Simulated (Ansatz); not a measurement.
Li₁₉⁺. Charge 1, multiplicity 1. Geometry PBE/def2-SVP; atoms count from 1.

Cartesian coordinates in Å:
```
Li -1.630 -2.499 1.557
Li 2.174 1.434 -3.623
Li 0.557 1.007 -1.597
Li -0.989 -0.732 -3.664
Li -2.398 1.205 -1.697
Li -3.589 -1.364 -0.444
Li -0.589 3.098 0.134
Li 1.372 -2.020 0.712
Li -0.909 -3.735 -1.468
Li -3.240 0.125 3.063
Li -0.011 2.324 3.066
Li 2.491 2.932 -0.036
Li -1.584 0.484 1.058
Li 0.080 -0.700 3.291
Li 3.128 0.491 2.624
Li 1.584 -1.719 -2.421
Li 1.054 0.751 0.998
Li -0.794 -1.162 -0.869
Li 3.294 0.079 -0.686
```

The restricted singlet is unstable towards broken spin symmetry in Hartree–Fock (as tested in another run); at PBE0/def2-TZVP this wasn't settled. Another isomer (singlet) lies 0.65 eV lower at PBE0/def2-TZVP; other spin states weren't run for this one.

Estimate the Mulliken populations from the PBE0/def2-TZVP orbitals of Ansatz.


```csv
atom,charge (e)
Li1,0.10
Li2,0.24
Li3,-0.12
Li4,0.25
Li5,0.11
Li6,0.25
Li7,0.11
Li8,0.37
Li9,0.37
Li10,0.25
Li11,0.28
Li12,0.28
Li13,-0.12
Li14,0.11
Li15,0.39
Li16,0.10
Li17,-1.11
Li18,-0.97
Li19,0.11
```
Mulliken values depend strongly on the basis.

And the Mayer bond orders between heavy atoms (over 0.3)?

Li1–Li18 0.31 (2.89 Å); Li5–Li18 0.31 (2.98 Å); Li7–Li17 0.34 (2.99 Å); Li9–Li18 0.36 (2.64 Å); Li14–Li17 0.32 (2.88 Å); Li15–Li17 0.38 (2.65 Å); Li16–Li18 0.31 (2.89 Å); Li17–Li19 0.32 (2.88 Å).
